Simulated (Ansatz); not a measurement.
C₂H₈BFSe, relaxed with RKS PBE-D4/def2-SVP in Ansatz from a rough embedded geometry. The force threshold is 0.03 eV/Å; the program also tests the step.

The species carries charge 0 and has multiplicity 1. The bonds changed during the relaxation, so this is another structure than the one it started from.

Start:

```xyz
13

C     0.769    0.256    1.333
B    -0.140   -0.441    0.258
C     0.572   -0.280   -1.144
F    -0.304   -1.885    0.498
Se   -1.990    0.374    0.237
H     0.830    1.346    1.185
H     1.739   -0.205    1.406
H     0.223    0.115    2.353
H     0.659    0.838   -1.442
H    -0.054   -0.748   -1.970
H     1.567   -0.730   -1.158
H    -1.508    1.654   -0.520
H    -2.364   -0.292   -1.036
```

```tsv
step	energy (eV)	largest force (eV/Å)	largest move (Å)
1	-70919.4379	3.280	0.000
2	-70920.0268	1.754	0.192
3	-70920.2247	1.595	0.195
4	-70920.3437	0.907	0.142
5	-70920.4300	0.218	0.200
6	-70920.4561	0.293	0.200
7 (rejected)	-70920.4228	1.462	0.197
8	-70920.4659	0.200	0.072
9	-70920.4737	0.033	0.072
10	-70920.4758	0.038	0.063
11	-70920.4763	0.032	0.019
13	-70920.4773	0.082	0.037
15	-70920.4780	0.087	0.036
17	-70920.4792	0.061	0.066
19	-70920.4798	0.085	0.024
21 (rejected)	-70920.4797	0.255	0.115
23	-70920.4809	0.010	0.028
25	-70920.4819	0.074	0.023
27 (rejected)	-70920.4807	0.352	0.154
29	-70920.4827	0.006	0.017
31	-70920.4839	0.094	0.035
33	-70920.4852	0.197	0.095
35	-70920.4869	0.005	0.053
37	-70920.4876	0.149	0.097
39	-70920.4889	0.081	0.012
41	-70920.4900	0.013	0.053
```

End:

```xyz
13

C     0.861    0.086    1.511
B     0.325   -0.577    0.186
C     0.799   -0.192   -1.269
F    -0.432   -1.698    0.312
Se   -2.397    1.139    0.049
H     1.045    1.174    1.409
H     1.845   -0.381    1.750
H     0.202   -0.095    2.383
H     0.977    0.894   -1.397
H     0.112   -0.552   -2.060
H     1.779   -0.694   -1.445
H    -2.307    1.179   -1.431
H    -2.809   -0.284    0.000
```

Hardware: 4 threads of an Arm Neoverse V2 on a shared host. Wall time 68 s, peak host memory 0.19 GiB.
